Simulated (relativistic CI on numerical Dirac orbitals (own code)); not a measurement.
Cr⁺ in a cubic cluster: 2p photoemission with charge transfer

Computed with a charge-transfer multiplet model of a cubic metal-ligand cluster with up to one ligand hole, Slater and spin-orbit integrals from Dirac-Coulomb-Breit ions, Slater integrals scaled by 0.7. The ground state mixes d5 with configurations of k ligand holes L, whose averages lie at kΔ + k(k − 1)U_dd/2; a core hole lowers each added d electron by U_cd. 20 K, Lorentzian 0.6 eV and Gaussian 0.8 eV FWHM.

Atomic integrals in eV (Slater integrals scaled, ζ unscaled), ground: F2dd 5.807, F4dd 3.572, zeta_d 0.022; with the core hole: F2dd 7.320, F4dd 4.553, zeta_d 0.040, zeta_core 5.624, F2cd 4.115, G1cd 3.001, G3cd 1.703.

Cluster parameters (eV): Δ = 7.2, U_dd = 4.9, U_cd = 6.1, 10Dq(ligand) = 0.5, V(eg) = 1.45, V(t2g) = -0.7, final-state hopping factor = 1.

```csv
Case,n_d,d5,d6L,S
10Dq = -0.1 eV,5.06,0.94,0.06,2.50
10Dq = 0.2 eV,5.06,0.94,0.06,2.50
10Dq = 0.5 eV,5.06,0.94,0.06,2.50
```

Weights, n_d and S are thermal averages at 20 K. Binding energies count from the first peak over 30 % of the highest in each spectrum, which can be another peak from case to case. The parameters are a model scan and need not match a compound or its usual spin state. A negative ionic 10Dq is a model choice; hopping adds the covalent part of the field. Peaks in eV (height, largest 100):
- 10Dq = -0.1 eV: 0.0 (100), 3.8 (19), 5.5 (16), 10.1 (59), 15.5 (5)
- 10Dq = 0.2 eV: 0.0 (100), 3.8 (18), 5.5 (15), 10.2 (59), 15.6 (5)
- 10Dq = 0.5 eV: 0.0 (100), 3.8 (18), 5.6 (15), 10.2 (59), 15.6 (5)

Curve for 10Dq = -0.1 eV (points under 2 left out, the grid thinned):

(E (eV), Intensity): (-3.5, 2.0), (-3.0, 2.7), (-2.6, 3.6), (-2.1, 5.4), (-1.7, 8.5), (-1.2, 19.2), (-0.8, 45.0), (-0.3, 92.0), (0.2, 97.9), (0.6, 95.1), (1.1, 84.0), (1.5, 65.7), (2.0, 35.6), (2.4, 20.0), (2.9, 15.4), (3.4, 17.9), (3.8, 19.2), (4.3, 17.0), (4.7, 15.0), (5.2, 15.2), (5.6, 15.5), (6.1, 13.1), (6.5, 11.2), (7.0, 9.5), (7.5, 8.4), (7.9, 9.4), (8.4, 16.6), (8.8, 30.9), (9.3, 50.8), (9.7, 55.7), (10.2, 58.9), (10.7, 39.5), (11.1, 19.8), (11.6, 10.0), (12.0, 8.4), (12.5, 7.6), (12.9, 6.5), (13.4, 5.2), (13.9, 4.5), (14.3, 4.6), (14.8, 4.9), (15.2, 5.1), (15.7, 5.1), (16.1, 4.0), (16.6, 2.1)

For the case 10Dq = 0.5 eV, Δ = 7.2 eV is larger than U_dd = 4.9 eV, the Mott-Hubbard side of the Zaanen-Sawatzky-Allen scheme. With the core hole the average of the configuration with one ligand hole lies at Δ − U_cd = 1.1 eV before mixing: the effective hopping of about 2.4 eV (from the holes of the mixed ground state) is comparable with this gap or larger, so the configurations mix strongly.
